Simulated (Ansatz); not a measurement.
Reaction (cleavage of the Ge–B bond): `C[B](Cl)[GeH3]` + `BS` → `B[S][GeH3]` + `CBCl`

Gas-phase electronic energies from Ansatz, PBE0-D4/def2-TZVP geometries. CBS: MP2 limit from def2 TZ/QZ plus the TZ coupled-cluster correction, frozen cores. This one scheme is used for every species. DFT in def2-TZVPP. For Ge outer-core shells are correlated without core-valence functions, which leaves a few kJ/mol of doubt a bond. Scalar relativity is left out up to krypton.

`C[B](Cl)[GeH3]`:

Z-matrix (Å, degrees):
```
C
B 1 1.551
H 1 1.096 2 110.7
H 1 1.091 2 114.7 3 -124.7
H 1 1.099 2 108.1 3 114.2
Cl 2 1.755 1 119.9 3 131.9
Ge 2 2.074 1 123.6 3 -48.6
H 7 1.539 2 111.1 1 -127.6
H 7 1.540 2 109.9 1 113.7
H 7 1.541 2 112.3 1 -6.2
```

`BS`:

Z-matrix (Å, degrees):
```
B
S 1 1.765
H 1 1.192 2 115.8
H 1 1.190 2 121.4 3 -180.0
H 2 1.344 1 99.2 3 180.0
```

`B[S][GeH3]`:

```xyz
8

B    -1.312    0.135   -1.156
S    -0.673    1.206    0.099
Ge    0.999   -0.044    0.915
H    -0.841   -0.943   -1.366
H    -2.241    0.544   -1.783
H     0.415   -1.347    1.473
H     1.656    0.781    2.030
H     1.997   -0.332   -0.212
```

`CBCl`:

Z-matrix (Å, degrees):
```
C
B 1 1.548
H 1 1.097 2 109.5
H 1 1.090 2 114.9 3 123.3
H 1 1.097 2 108.9 3 -114.1
Cl 2 1.750 1 121.7 3 -125.1
H 2 1.194 1 122.7 3 55.2
```

```json
{"species": "`C[B](Cl)[GeH3]`", "B2PLYP energy (Eh)": "-2603.26848"}
{"species": "`BS`", "B2PLYP energy (Eh)": "-424.71791"}
{"species": "`B[S][GeH3]`", "B2PLYP energy (Eh)": "-2502.56553"}
{"species": "`CBCl`", "B2PLYP energy (Eh)": "-525.44055"}
```

Task: Work out ΔE.

Result: ΔE = (-2502.56553) + (-525.44055) − (-2603.26848) − (-424.71791) = -0.01969 Eh = -0.54 eV. CCSD(T)/CBS gives -0.49 eV.

Task: What do rigid-rotor, harmonic-oscillator terms from PBE0-D4/def2-TZVP frequencies (298.15 K, 1 bar) make of the CCSD(T)/CBS value? (Estimate.)

Result: Computed: ΔZPE = +0.03 eV, ΔH = -0.46 eV, ΔS = -5 J/(mol·K), ΔG = -0.45 eV. Modes under 50 cm⁻¹ make the entropy rough.

Largest T1 diagnostic among the species: 0.015.

Leaving LDA and LC-ωPBE aside and taking each functional with its dispersion term where it has one, the values, not all of them listed here, spread over 0.12 eV, from BHLYP-D4 to PBE-D4. LDA lies +0.07 eV from PBE without D4. From PBE to PBE0 (25 % exact exchange), in def2-TZVPP and without D4, ΔE moves by −0.04 eV. In def2-TZVPP, CCSD(T) changes the Hartree–Fock value by +0.17 eV (the triples alone add +0.01 eV) and MP2 by +0.11 eV.
